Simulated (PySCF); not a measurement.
# Unknowns

Computational details: B3LYP/pcJ-1 coupling constants (spin–dipole term left out of most H,H and C,H couplings), GIAO PBE0/pcSseg-1 shieldings, geometry from GFN2-xTB, in PySCF 2.14 (non-relativistic Hamiltonian, one averaged value for each set of equivalent atoms, gas phase, one computed conformer).

Shifts are taken against calculated references (same method and geometry level): TMS for ¹H (31.72 ppm), ¹³C (186.93 ppm). Multiplet labels drop J under 1 Hz and among equivalent protons, and merge close values. Unscaled 3J(H,H) run several per cent high. Splittings of carbon signals by F and P are missing where no couplings were computed. Where no couplings were computed, multiplicities follow the n + 1 count of equivalent neighbours, and m marks all less simple cases (inequivalent or close neighbours, rings, F or P nearby). One-bond C–F couplings are unscaled and too large by tens of Hz. Shifts are as computed. Against solution values, carbons near 30 ppm lie about +3 ppm off and those near 130 ppm about +5 ppm. Of 1211 compounds with measured shifts, 218 miss one by over three times the rms of a fit or turn the order of signals round; such compounds aren't used in these exercises.

(1) C$_{7}$H$_{12}$FN$_{3}$. ¹H NMR (600 MHz, computed): δ 7.34 (m, 1H), 4.00 (s, 2H), 1.04 (s, 9H). ¹³C{¹H} NMR (computed): δ 166.5, 117.4, 58.2, 35.9, 28.6. Give a structure.

(2) C$_{5}$H$_{5}$FO. ¹H NMR (400 MHz, computed): δ 8.55 (dtd, J = 18.2, 12.0, 1.4 Hz, 1H), 7.10 (tdd, J = 12.4, 9.3, 1.0 Hz, 1H), 6.23 (dt, J = 11.7, 1.3 Hz, 1H), 6.09 (dd, J = 18.2, 1.1 Hz, 1H), 5.82 (ddq, J = 12.4, 4.6, 1.4 Hz, 1H). ¹³C{¹H} NMR (computed): δ 164.7 (C, d, J = 388.0 Hz), 162.8 (CH, d, J = 21.3 Hz), 142.1 (CH), 140.8 (CH2), 118.3 (CH, d, J = 78.0 Hz). What is it?

Results:

(1) SMILES c1nnn(CC(C)(C)C)c1F. The formula gives 3 degrees of unsaturation (1 ring in the answer). 5 carbon signals for 7 carbons: some carbons are equivalent by symmetry or fast rotation. Carbon types of the structure: 2 × C, 1 × CH, 1 × CH2, 3 × CH3, which accounts for all hydrogens. δC 166.5: aromatic carbon bearing fluorine; the electronegative substituent deshields the carbon that carries it. δC 117.4: aromatic CH next to a ring nitrogen. δC 58.2: sp3 CH2 bonded to N; the inductive effect lowers its shielding. δH 4.00: hydrogen on an sp3 CH2 bonded to N; its carbon carries N, an electronegative neighbour.

The data come from this structure; uniqueness wasn't tested.

(2) SMILES C=C/C=C\C(=O)F. Rings plus π bonds: 3 (no ring in the answer). 5 carbon signals for 5 carbons: no two carbons are equivalent. Carbon types of the structure: 1 × C, 3 × CH, 1 × CH2, which accounts for all hydrogens. δC 162.8: β carbon of a C=C–C=O unit; conjugation with the carbonyl draws π density from the β position. δC 142.1: alkene CH; as expected for a trigonal carbon in a double bond. δC 140.8: terminal =CH2 carbon; as expected for a trigonal carbon in a double bond. δC 118.3: α carbon of a C=C–C=O unit; an sp2 carbon of a C=C bond. The protons at 6.09 and 8.55 share a coupling of 18.2 Hz (vicinal, trans across C=C). The protons at 7.10 and 5.82 share a coupling of 12.4 Hz (vicinal, cis across C=C). The protons at 8.55 and 7.10 share a coupling of 12.3 Hz (vicinal). The protons at 6.23 and 8.55 share a coupling of 11.7 Hz (vicinal, cis across C=C).

The data come from this structure; uniqueness wasn't tested.
